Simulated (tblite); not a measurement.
Compound: C7H8ClPS.
Structure used (GFN2-xTB), in Å, numbered top down from 1:
```xyz
18
C7H8ClPS angstrom
C     -3.356    0.604   -0.064
S     -2.717   -0.812    0.884
C     -0.978   -0.652    0.486
C     -0.440   -1.591   -0.370
P      1.201   -1.667   -0.916
C      1.864   -0.274   -0.097
C      3.315    0.038   -0.318
C      1.133    0.541    0.747
C     -0.211    0.369    1.039
Cl    -0.929    1.481    2.157
H     -4.434    0.585    0.059
H     -3.094    0.479   -1.111
H     -2.950    1.530    0.329
H     -1.109   -2.359   -0.738
H      3.863   -0.014    0.622
H      3.432    1.045   -0.717
H      3.759   -0.668   -1.018
H      1.643    1.371    1.220
```

Computed values, GFN2-xTB/tblite, gas phase, harmonic and unscaled. Errors from tens to a few hundred cm⁻¹ against measured bands are possible. One conformer, not necessarily the lowest.

Harmonic wavenumbers (cm⁻¹): 54.8, 57.7, 71.1, 124.5, 144.0, 167.7, 187.2, 229.7, 257.9, 302.5, 371.3, 382.1, 399.1, 446.6, 514.6, 608.1, 617.5, 721.2, 732.7, 818.0, 871.7, 884.9, 909.0, 942.7, 953.5, 1006.4, 1019.1, 1108.9, 1167.6, 1240.5, 1311.0, 1317.6, 1360.4, 1399.0, 1445.3, 1445.8, 1451.2, 1472.4, 1479.1, 1522.8, 3001.6, 3014.1, 3027.6, 3033.6, 3038.9, 3050.6, 3052.1, 3061.7.

A = 1366, B = 619.8, C = 456.3 MHz; mass 189.977 u (most abundant isotopes); point group C1, symmetry number 1.

Question: What is the zero-point energy?

Answer: Half the sum of the wavenumbers: 27899 cm⁻¹ = 79.77 kcal/mol.

Question: What is S at 350 K and 1 bar for an ideal gas of classical rigid rotors and harmonic oscillators?

Answer: Translation 42.45, rotation 31.58, vibration 41.98: S = 116.0 cal/(mol K).

Question: And Cp and H(350 K) − H(0)?

Answer: Cp = 47.67 cal/(mol K), of which vibrations give 39.72 (their classical limit is 48 R = 95.4); H(350 K) − H(0) = 10.29 kcal/mol without the zero-point energy, 7.51 from vibrations.

Question: How do the functions run with temperature in this model?

Answer: 
```csv
T (K),S (cal/(mol K)),Cp (cal/(mol K)),H − H(0) (kcal/mol),G − H(0) (kcal/mol),ln q(vib)
100,75.0,21.9,1.46,-6.05,2.20
200,93.8,33.0,4.22,-14.53,5.55
300,109.0,43.0,8.02,-24.69,8.78
500,135.1,59.6,18.38,-49.18,14.82
800,166.8,74.9,38.78,-94.67,22.99
1000,184.2,81.3,54.44,-129.81,27.87
```

q(vib) and H(0) count from the zero-point level.

Question: Which modes carry the vibrational entropy at 350 K?

Answer: 54.8 cm⁻¹: 4.95; 57.7 cm⁻¹: 4.85; 71.1 cm⁻¹: 4.44; 124.5 cm⁻¹: 3.34; 144.0 cm⁻¹: 3.06; 167.7 cm⁻¹: 2.77 cal/(mol K); the other 42 give 18.58 together.

Question: Blend soft modes into free rotors: weight 1/[1 + (100 cm⁻¹/ν̃)⁴] for the oscillator and the rest for a rotor with moment μB/(μ + B), μ = h/(8π²ν), B = 10⁻⁴⁴ kg m². What vibrational entropy results?

Answer: 38.46 cal/(mol K) in place of 41.98, which changes −T·S at 350 K by +1.23 kcal/mol.

Hindered rotation and anharmonicity are outside this model. Other conformers, if any are populated, would add a mixing term that is left out. The structure is chiral; the term R ln 2 for an equal mix with its mirror image is left out.
